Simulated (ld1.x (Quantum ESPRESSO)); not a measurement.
# What one change does to a pseudopotential (calcium, TM)

* Element: Ca (Z = 20)
* Generator: ld1.x (Quantum ESPRESSO) 7.5
* Type: norm-conserving Troullier–Martins (Kleinman–Bylander form)
* Functional: PBE
* Relativity: scalar-relativistic
* Frozen core: [Ne]
* Valence charge: 10
* Reference configuration: 3s2 3p6 3d0 4s1 4p1
* Partial waves: 3p (bound): rc 1.45 bohr; 3d (bound, empty): rc 2.50 bohr; 3s (bound): rc 1.30 bohr
* Local potential: the s channel
* Core correction: none

Occupied shells without a wave of their own: 4p, 4s. They enter only through the test configuration that unscreens the potential.

Change: all radii scaled by about 0.81 (s 1.04, p 1.18, d 2.02 bohr).

Cutoffs: the cutoffs (Ry, on a coarse ladder) from which the occupation-weighted sum of valence levels, in a spherical-Bessel basis at the reference potential, stays within 10 and 1 mRy of its value at 400 Ry; they do not see the model core or the augmentation charge, which bear on the density cutoff. Errors are all-electron minus pseudo energies relative to the spin-unpolarised reference configuration.

How do hardness, ghosts and transferability respond?

The potential gets harder (80 Ry and 110 Ry → 100 Ry and 140 Ry); of the 7 tests that both files solve, the error grows in 0 and shrinks in 7 by more than 15 % and 0.3 meV (median size 49.7 → 19.7 meV); neither file shows a bound ghost. A smaller radius makes the pseudo-wave follow the all-electron one further in, where it bends more sharply, so more plane waves are needed. Less of the atom is replaced, so other configurations are described better.

```tsv
quantity	base	changed
cutoff, loose	80 Ry	100 Ry
cutoff, tight	110 Ry	140 Ry
loose cutoff by channel (10 mRy a level)	p 25 Ry, s 60 Ry	p 25 Ry, s 80 Ry
bound ghosts	none	none
largest miss of a reference level, eV	0.06	0.02
error for 3s2 3p6 3d0 4s2 4p0, meV [ΔE -2.42 eV]	+43	+17
error for 3s2 3p6 3d0 4s1 4p0, meV [ΔE 3.89 eV]	-13	-5.3
error for 3s2 3p6 3d0 4s0 4p0, meV [ΔE 15.71 eV]	-124	-49
error for 3s2 3p5 3d0 4s2 4p0, meV [ΔE 32.25 eV]	+128	+53
error for 3s2 3p6 3d0 4s0 4p1, meV [ΔE 6.94 eV]	-76	-30
error for 3s2 3p6 3d0 4s0 4p2, meV [ΔE 2.53 eV]	-50	-20
error for 3s2 3p6 3d0 4s1.5 4p0, meV [ΔE 0.08 eV]	+20	+7.8
```
